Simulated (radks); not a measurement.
The numbers below are computed, except where a source is named.
Charge is removed step by step from the 5d5/2 level of the lead ion Pb2+, starting from [Xe] 4f14 5d(3/2: 4, 5/2: 6) 6s2. Code: a radial shooting solver on a logarithmic mesh with Libxc functionals. Model: Dirac Kohn-Sham, PBE, spin-unpolarised, spherical densities, finite nucleus; Fermi nuclear charge, rms radius 5.5012 fm.

removed (e),E - E(0) (eV),eigenvalue (eV),E minus straight line (eV)
0,0.000,-36.799,0.000
0.1,3.751,-38.228,-0.659
0.2,7.646,-39.669,-1.174
0.3,11.685,-41.121,-1.544
0.4,15.871,-42.583,-1.769
0.5,20.202,-44.055,-1.847
0.6,24.682,-45.538,-1.777
0.7,29.310,-47.031,-1.558
0.8,34.089,-48.534,-1.190
0.9,39.018,-50.047,-0.671
1,44.098,-51.569,0.000

Removing the whole electron costs 44.098 eV by Delta-SCF, against 36.799 eV from minus the eigenvalue at the starting occupation. Slater's transition state (half an electron removed) gives 44.055 eV. Integrating minus the eigenvalue over the occupation (Janak's theorem) gives 44.098 eV. The mean slope of the eigenvalue, de/dn, is 14.8 eV per electron.
